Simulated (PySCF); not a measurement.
## Calculated data, H5N2Si2, BH2O, ClH3NOSi, CH4BNO and others

Computed with PySCF 2.14.0. Calculation on a computer-drawn molecule: the log of a Hartree-Fock and frozen-core CCSD(T) single point meant for a local Hartree-Fock minimum, with one planted fault or none, to be diagnosed. Offsets are logged minus clean, where the clean run is the same molecule without the fault. The reference is restricted for singlets and unrestricted otherwise, and also for a bond in bohr or an excited solution. Adding or removing an electron swaps singlet and doublet. The excited solution moves the top pair (singlet) or top alpha electron (doublet) to the lowest empty orbital. Highest occupied and lowest empty are orbital energies over both spins, largest force is the largest gradient component, triples share is (T) over the correlation energy, the T1 limit is 0.02 restricted and 0.045 unrestricted, electrons count all cores, a negative frequency is imaginary (commonest isotopes), and the dipole is about the centre of nuclear charge.

Common to all runs: meant multiplicity 1; logged SCF converged yes; possible faults no fault, one electron removed, one electron added, multiplicity raised by two, geometry at a saddle point, SCF held on an excited solution, minimal basis STO-3G, one bond length entered in bohr, all coordinates scaled.

(1) 
```xyz
9
formula=H5N2Si2 meant_charge=1 meant_basis=cc-pV(D+d)Z logged_electrons=47 logged_basis_functions=99 logged_spin_squared=0.7681 logged_highest_occupied=-6.2216 logged_lowest_empty=2.6216 logged_largest_force=0.074249 logged_T1_diagnostic=0.018592 logged_D1_diagnostic=0.068333 logged_triples_share=0.031496 logged_CC_converged=yes logged_dipole_magnitude=1.5016 logged_SCF_stable_within_its_kind=yes logged_energy_HF=-689.6268 logged_energy_CCSD(T)=-690.20391 planted_fault=one_electron_added HF_energy_offset_from_clean_run=-125.5 CCSD(T)_energy_offset_from_clean_run=-130.9
N     -2.4328     0.9057    -2.3327
Si    -1.8189    -0.3696    -1.7219
N     -1.1110    -0.0852    -0.1127
Si    -0.3439    -1.0165     0.9911
H     -2.9001     1.1106    -3.1921
H     -1.6130    -1.7861    -2.0275
H     -1.2403     0.8938     0.1257
H     -0.1365    -2.4274     0.6905
H      0.1104    -0.4174     2.2393
```

Units: logged_highest_occupied, logged_lowest_empty in eV; logged_largest_force in hartree/bohr; logged_dipole_magnitude in debye; logged_energy_HF, logged_energy_CCSD(T) in hartree; HF_energy_offset_from_clean_run, CCSD(T)_energy_offset_from_clean_run in kcal/mol.

Drawn bonds:
| atom | other atom | order |
| --- | --- | --- |
| 1 | 2 | 2 |
| 2 | 3 | 1 |
| 3 | 4 | 1 |
| 1 | 5 | 1 |
| 2 | 6 | 1 |
| 3 | 7 | 1 |
| 4 | 8 | 1 |
| 4 | 9 | 1 |

(2) 
```xyz
4
formula=BH2O meant_charge=1 meant_basis=cc-pVDZ logged_electrons=13 logged_basis_functions=38 logged_spin_squared=0.7552 logged_highest_occupied=-33.003 logged_lowest_empty=-19.817 logged_largest_force=0.16568 logged_T1_diagnostic=0.010903 logged_D1_diagnostic=0.025946 logged_triples_share=0.015577 logged_CC_converged=yes logged_dipole_magnitude=0.89951 logged_SCF_stable_within_its_kind=yes logged_energy_HF=-99.65613 logged_energy_CCSD(T)=-99.8636 planted_fault=one_electron_removed HF_energy_offset_from_clean_run=500.5 CCSD(T)_energy_offset_from_clean_run=539
B      1.0865    -2.9213     2.2928
O      0.7580    -3.5229     1.2878
H      1.4482    -2.3645     3.2566
H      0.1863    -3.8043     0.5752
```

Units: logged_highest_occupied, logged_lowest_empty in eV; logged_largest_force in hartree/bohr; logged_dipole_magnitude in debye; logged_energy_HF, logged_energy_CCSD(T) in hartree; HF_energy_offset_from_clean_run, CCSD(T)_energy_offset_from_clean_run in kcal/mol.

Drawn bonds:
| atom | other atom | order |
| --- | --- | --- |
| 1 | 2 | 1 |
| 1 | 3 | 1 |
| 2 | 4 | 1 |

(3) 
```xyz
7
formula=ClH3NOSi meant_charge=1 meant_basis=cc-pV(D+d)Z logged_electrons=48 logged_basis_functions=89 logged_spin_squared=0 logged_highest_occupied=-9.5787 logged_lowest_empty=-12.229 logged_largest_force=0.14789 logged_CC_converged=no logged_dipole_magnitude=7.3526 logged_SCF_stable_within_its_kind=no logged_energy_HF=-878.68862 planted_fault=SCF_held_on_an_excited_solution HF_energy_offset_from_clean_run=430
N     -1.5323     0.0605    -0.5733
Si    -0.4719     1.2836    -0.7082
O      0.7679     1.4557     0.2236
Cl    -0.7152     2.6368    -2.0926
H     -2.3287    -0.0392    -1.1812
H     -1.4714    -0.6715     0.1145
H      1.1052     0.9508     0.9552
```

Units: logged_highest_occupied, logged_lowest_empty in eV; logged_largest_force in hartree/bohr; logged_dipole_magnitude in debye; logged_energy_HF in hartree; HF_energy_offset_from_clean_run in kcal/mol.

Drawn bonds:
| atom | other atom | order |
| --- | --- | --- |
| 1 | 2 | 1 |
| 2 | 3 | 1 |
| 2 | 4 | 1 |
| 1 | 5 | 1 |
| 1 | 6 | 1 |
| 3 | 7 | 1 |

Notes: CCSD not converged.

(4) 
```xyz
8
formula=CH4BNO meant_charge=0 meant_basis=cc-pVDZ logged_electrons=30 logged_basis_functions=76 logged_spin_squared=0.9894 logged_highest_occupied=-8.735 logged_lowest_empty=1.0635 logged_largest_force=0.15381 logged_T1_diagnostic=0.035848 logged_D1_diagnostic=0.20321 logged_triples_share=0.036949 logged_CC_converged=yes logged_dipole_magnitude=2.6041 logged_SCF_stable_within_its_kind=yes logged_energy_HF=-194.05029 logged_energy_CCSD(T)=-194.65868 planted_fault=one_bond_length_entered_in_bohr,row_4_of_the_drawn_bonds HF_energy_offset_from_clean_run=73.83 CCSD(T)_energy_offset_from_clean_run=76.83
N      1.2116     1.6222     1.1852
B      0.6293     1.0815     0.0732
C     -0.0013     0.5793    -1.0681
O      0.1635    -0.6063    -1.7488
H      0.5304     1.3666     2.9284
H      2.0242     2.2030     1.1452
H     -0.7617     1.1926    -1.5383
H      0.8280    -1.1276    -1.3270
```

Units: logged_highest_occupied, logged_lowest_empty in eV; logged_largest_force in hartree/bohr; logged_dipole_magnitude in debye; logged_energy_HF, logged_energy_CCSD(T) in hartree; HF_energy_offset_from_clean_run, CCSD(T)_energy_offset_from_clean_run in kcal/mol.

Drawn bonds:
| atom | other atom | order |
| --- | --- | --- |
| 1 | 2 | 1 |
| 2 | 3 | 2 |
| 3 | 4 | 1 |
| 1 | 5 | 1 |
| 1 | 6 | 1 |
| 3 | 7 | 1 |
| 4 | 8 | 1 |

(5) 
```xyz
7
formula=AlBFH3O meant_charge=0 meant_basis=cc-pV(D+d)Z logged_electrons=38 logged_basis_functions=80 logged_spin_squared=0 logged_highest_occupied=-11.839 logged_lowest_empty=2.2021 logged_largest_force=0.070965 logged_T1_diagnostic=0.013716 logged_D1_diagnostic=0.037327 logged_triples_share=0.017523 logged_CC_converged=yes logged_dipole_magnitude=1.1789 logged_SCF_stable_within_its_kind=yes logged_energy_HF=-442.79915 logged_energy_CCSD(T)=-443.34377
B     -1.9932     0.2716     0.3820
O     -0.8820    -0.2199     0.0296
Al     0.4317    -0.9579    -0.4281
F      0.2992    -2.4254    -0.9149
H     -2.6304     0.8221    -0.3788
H     -2.3396     0.1640     1.4574
H      1.7438    -0.3100    -0.4076
```

Units: logged_highest_occupied, logged_lowest_empty in eV; logged_largest_force in hartree/bohr; logged_dipole_magnitude in debye; logged_energy_HF, logged_energy_CCSD(T) in hartree.

Drawn bonds:
| atom | other atom | order |
| --- | --- | --- |
| 1 | 2 | 1 |
| 2 | 3 | 1 |
| 3 | 4 | 1 |
| 1 | 5 | 1 |
| 1 | 6 | 1 |
| 3 | 7 | 1 |

(6) 
```xyz
6
formula=AlFH2NSi meant_charge=1 meant_basis=cc-pV(D+d)Z logged_electrons=44 logged_basis_functions=84 logged_spin_squared=0 logged_highest_occupied=-17.374 logged_lowest_empty=-3.4145 logged_largest_force=0.1145 logged_T1_diagnostic=0.014227 logged_D1_diagnostic=0.036659 logged_triples_share=0.022295 logged_CC_converged=yes logged_dipole_magnitude=4.9117 logged_SCF_stable_within_its_kind=yes logged_energy_HF=-685.6888 logged_energy_CCSD(T)=-686.18707
F     -1.2406    -2.9014     0.6396
Si    -0.8741    -1.4903     0.5284
N     -1.8676    -0.4212     0.4002
Al    -3.0288     0.6005     0.2704
H      0.4693    -1.3626     0.5640
H     -4.0805     1.5645     0.1497
```

Units: logged_highest_occupied, logged_lowest_empty in eV; logged_largest_force in hartree/bohr; logged_dipole_magnitude in debye; logged_energy_HF, logged_energy_CCSD(T) in hartree.

Drawn bonds:
| atom | other atom | order |
| --- | --- | --- |
| 1 | 2 | 1 |
| 2 | 3 | 1 |
| 3 | 4 | 2 |
| 2 | 5 | 1 |
| 4 | 6 | 1 |

**Q.** Which fault was planted in the run of AlBFH3O (entry 5)?
**A.** all coordinates scaled, by -5.8 %

**Q.** Give the missing planted fault for AlFH2NSi (entry 6).
**A.** all coordinates scaled, by -6.9 %

Further results for AlBFH3O (entry 5):

```
HF energy offset from clean run      : 17.46 kcal/mol
CCSD(T) energy offset from clean run : 22.53 kcal/mol
```

Further results for AlFH2NSi (entry 6):

```
HF energy offset from clean run      : 29.84 kcal/mol
CCSD(T) energy offset from clean run : 38.12 kcal/mol
```
